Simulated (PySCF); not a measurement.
C7H6O4.
Numbering: `[CH3:1][O:2][C:3](=[O:4])[c:5]1[cH:6][cH:7][o:8][c:9](=[O:10])[cH:11]1` (hydrogens: H12, H13, H14 on C1; H15 on C6; H16 on C7; H17 on C11)

The geometry is computed with GFN2-xTB (gas phase).

What internal coordinates does the optimisation give?

```csv
bond,length (bohr),order
C1–O2,2.686,single
O2–C3,2.518,single
C3=O4,2.277,double
C3–C5,2.826,single
C5–C6,2.701,aromatic
C6–C7,2.546,aromatic
C7–O8,2.515,aromatic
O8–C9,2.613,aromatic
C9=O10,2.273,double
C9–C11,2.743,aromatic
C5–C11,2.563,aromatic
"C1–H12, C1–H13, C1–H14",2.060,single
C6–H15,2.033,single
C7–H16,2.044,single
C11–H17,2.036,single
```

Bonds in one row agree within 0.02 bohr and their mean is given. Orders are formal, as drawn. A selection of angles:
```csv
angle,degrees
O2–C1–H12,110.1
O2–C1–H13,106.3
H12–C1–H13,110.5
H13–C1–H14,110.9
C1–O2–C3,116.2
O2–C3–O4,124.3
O2–C3–C5,112.3
O4–C3–C5,123.4
C3–C5–C6,117.6
C3–C5–C11,122.8
C6–C5–C11,119.6
C5–C6–C7,117.7
C5–C6–H15,119.6
C7–C6–H15,122.7
C6–C7–O8,123.7
C6–C7–H16,124.0
O8–C7–H16,112.2
C7–O8–C9,122.0
O8–C9–O10,118.2
O8–C9–C11,115.8
O10–C9–C11,126.0
C9–C11–H17,116.6
C5–C11–C9,121.1
C5–C11–H17,122.2
```

Torsions: C1–O2–C3–O4 0° (synperiplanar); O2–C3–C5–C6 -179° (antiperiplanar). The mirror-image conformer, all signs reversed, is as good.

Of the pairs four or more bonds apart, O2···H17 is among the closest relative to their van der Waals radii: 2.45 Å, 90 % of the sum of Bondi's values. The 11 heavy atoms lie in one plane (0.007 Å rms). The 6 C–O bonds span 1.203 Å (C9=O10, drawn double) to 1.422 Å (C1–O2, drawn single), a spread of 0.219 Å. The 6-membered ring C5–C6–C7–O8–C9–C11 has internal angles of 115.8° to 123.7° (sum 720°, against 720° for a flat polygon); it is planar, 0.00 Å rms from its mean plane, widest ring torsion 0°. The 5 C–C bonds span 1.347 Å (C6–C7, drawn aromatic) to 1.495 Å (C3–C5, drawn single), a spread of 0.148 Å.

Stationary, but not proved a minimum. One conformer, not necessarily the lowest.
